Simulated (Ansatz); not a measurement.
The first iterations of a band of BFH2O2 + H2 (8 atoms, charge 0, multiplicity 1).

Method: RKS BHLYP-D4/6-31G* in Ansatz.

```json
{
  "movable images": "7",
  "climbing image": "yes",
  "spring": "20.0 eV/Å²",
  "optimiser": "quadratic models (default)",
  "start path": "through a guess of the saddle point",
  "force threshold": "0.05 eV/Å",
  "iteration limit": "60",
  "end points": "relaxed"
}
```

First end point:

```xyz
8
Properties=species:S:1:pos:R:3
B -0.163 -0.686 -0.119
O 0.016 -0.382 1.190
H -0.809 -0.256 1.656
O 0.883 -0.900 -0.937
H 1.718 -0.808 -0.480
F -1.387 -0.780 -0.619
H 0.250 2.937 1.380
H 0.303 2.204 1.350
```

Last end point:

```xyz
8
Properties=species:S:1:pos:R:3
B 0.067 0.363 -0.465
O 0.066 0.159 1.952
H -0.872 -0.035 1.983
O 1.251 -0.189 -0.773
H 1.215 -1.147 -0.768
F -1.034 -0.396 -0.411
H -0.040 1.542 -0.433
H 0.158 1.032 2.336
```

| iteration | highest image above the first end (eV) | largest band force component (eV/Å) |
| --- | --- | --- |
| 1 | 4.273 | 21.721 |
| 2 | 3.256 | 3.720 |
| 3 | 3.109 | 2.557 |
| 4 | 3.241 | 3.017 |
| 5 | 2.894 | 1.471 |
| 6 | 2.751 | 1.196 |
| 7 | 2.677 | 1.383 |
| 8 | 2.614 | 0.885 |
| 9 | 2.573 | 0.791 |
| 10 | 2.435 | 0.720 |
| 11 | 2.187 | 1.376 |

**Question.** Does the band converge within its limit, and where does its top end?

**Answer.** The run converged. It ended after 34 iterations with the highest image 2.646 eV above the first end. Beside the main top the profile has a ripple of under 15 meV (maxima at images 4, 7), which may be a very shallow well or noise. Neighbouring images differ by up to 2.2 eV, so the band resolves the path poorly. The order of the point at the top wasn't checked. The orbitals stay closed-shell, which can raise the energy where a bond breaks towards radicals; this wasn't checked here.

The run took 6.8 min on 1 thread of Arm Neoverse V2 (shared host), peak memory 0.12 GiB.
